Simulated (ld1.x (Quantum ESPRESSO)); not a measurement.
Pseudopotential generation for lanthanum (La): PAW, PBEsol, scalar-relativistic.

lanthanum (La), PAW, made with ld1.x (Quantum ESPRESSO) 7.5 (PBEsol, scalar-relativistic). Core [Kr] 4d10, reference 4f0 5s2 5p6 5d0 6s0 6p0 (charge +3). Waves: 5s (bound): rcut 1.90, rcutus 2.20 bohr; 6s (bound, empty): rcut 1.90, rcutus 2.20 bohr; 5p (bound): rcut 2.20, rcutus 2.25 bohr; 6p (bound, empty): rcut 2.20, rcutus 2.25 bohr; 5d (bound, empty): rcut 3.00, rcutus 3.35 bohr; 5d channel at 2.95 Ry: rcut 3.00, rcutus 3.35 bohr; 4f (bound, empty): rcut 1.35, rcutus 1.50 bohr; 4f channel at -1.4 Ry: rcut 1.35, rcutus 1.50 bohr. Local part: all-electron potential smoothed inside 1.85 bohr (lloc = -1). Core correction: Bessel-smoothed model core inside 0.95 bohr. Augmentation charge: PSQ, radius 1.35 bohr.

Results:

* Largest excitation error: +19 meV (all-electron minus pseudo) for 4f0 5s2 5p6 5d2 6s0 6p0, out of 7 test configurations
* Lowest eigenvalue of the overlap operator: -0.68 (p channel); it is negative, so in a basis up to 400 Ry S is not positive definite and the file is unfit for use
* Density cutoff estimated by the generator: 352 Ry

The ghost test of this file was not conclusive. Its overlap operator is not positive definite in a basis up to 400 Ry (lowest eigenvalue p -0.68), so the file is unfit for use: the generalised eigenproblem breaks down once the basis is large enough, and its test numbers describe a broken file.

Generation and tests took about 2.3 s on one core of a shared server CPU.
